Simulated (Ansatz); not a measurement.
K₅⁺, relaxed as a singlet with RKS PBE/def2-SVP in Ansatz, starting from the GFN2-xTB geometry. Force threshold 0.02 eV/Å.

The restricted singlet is unstable towards broken spin symmetry in Hartree–Fock (as tested in another run); at PBE/def2-SVP this wasn't settled. The structure comes from a short search, and lower isomers may exist.

Start:

Cartesian coordinates in Å:
```
K -4.0160 -1.9152 0.7327
K 1.1278 3.4052 -1.7565
K 0.0267 0.2298 0.5090
K -0.9931 -3.7531 0.3969
K 3.8546 2.0334 0.1179
```

Problem. Estimate the energy that the relaxation releases and the steps that it takes.

Solution. 0.33 eV, in 9 steps; 15 s on 4 threads of Arm Neoverse V1 on a shared host. The force fell under the threshold at step 6, but the optimiser went on and released 0.004 eV more. No frequencies were taken in this run, so the end may be a saddle point.

Problem. Does the start keep its bonding?

Solution. By distances, no bond broke or formed. The bond that changes most is K1–K4, from 3.55 to 4.24 Å (atoms count from 1).

Problem. Predict the relaxed structure.

Solution. 
```xyz
5

K    -4.177   -1.718    1.095
K     1.182    3.881   -2.111
K    -0.047    0.075    0.150
K    -0.984   -4.407    0.359
K     4.027    2.168    0.508
```
Bond lengths (bridged metal pairs left out): 6 × K–K 4.23 to 4.60 Å.
